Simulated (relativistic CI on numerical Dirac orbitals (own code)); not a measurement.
## Mn2+ in a cubic cluster: 2p photoemission with charge transfer

Computed with a charge-transfer multiplet model of a cubic metal-ligand cluster with up to one ligand hole, Slater and spin-orbit integrals from Dirac-Coulomb-Breit ions, Slater integrals scaled by 0.9. The ground state mixes d5 with configurations of k ligand holes L, whose averages lie at kΔ + k(k − 1)U_dd/2; a core hole lowers each added d electron by U_cd. 300 K, Lorentzian 0.6 eV and Gaussian 0.8 eV FWHM.

Atomic integrals in eV (Slater integrals scaled, ζ unscaled), ground: F2dd 9.229, F4dd 5.732, zeta_d 0.037; with the core hole: F2dd 10.932, F4dd 6.843, zeta_d 0.060, zeta_core 6.788, F2cd 6.321, G1cd 4.735, G3cd 2.690.

Cluster parameters (eV): Δ = 5.5, U_dd = 5.8, U_cd = 7.4, 10Dq = 0.85, 10Dq(ligand) = 0.5, final-state hopping factor = 1.

```
                              Case   n_d    d5   d6L     S
V(eg) = 1.45 eV, V(t2g) = -0.69 eV  5.07  0.93  0.07  2.50
V(eg) = 2.05 eV, V(t2g) = -0.98 eV  5.12  0.88  0.12  2.50
V(eg) = 2.35 eV, V(t2g) = -1.12 eV  5.14  0.86  0.14  2.50
```

Weights, n_d and S are thermal averages at 300 K. Binding energies count from the first peak over 30 % of the highest in each spectrum, which can be another peak from case to case. The parameters are a model scan and need not match a compound or its usual spin state. Peaks in eV (height, largest 100):
- V(eg) = 1.45 eV, V(t2g) = -0.69 eV: 0.0 (100), 1.2 (80), 5.2 (31), 6.6 (26), 12.3 (46), 13.5 (44), 16.0 (13), 17.3 (12), 18.2 (13)
- V(eg) = 2.05 eV, V(t2g) = -0.98 eV: 0.0 (100), 1.1 (82), 7.0 (24), 12.2 (43), 13.4 (44), 19.1 (8), 20.1 (8)
- V(eg) = 2.35 eV, V(t2g) = -1.12 eV: 0.0 (100), 1.1 (83), 7.9 (21), 12.2 (45), 13.3 (42), 20.1 (6), 21.2 (7)

For the case V(eg) = 2.05 eV, V(t2g) = -0.98 eV, Δ = 5.5 eV is smaller than U_dd = 5.8 eV, the charge-transfer side of the Zaanen-Sawatzky-Allen scheme. With the core hole the average of the configuration with one ligand hole lies at Δ − U_cd = -1.9 eV before mixing: the effective hopping of about 3.3 eV (from the holes of the mixed ground state) is comparable with this gap or larger, so the configurations mix strongly.

With at most 1 ligand hole the space is cut while the next configuration still counts, so covalency is underestimated, and a final configuration with one more ligand hole, which can lie low, is missing from the spectra.
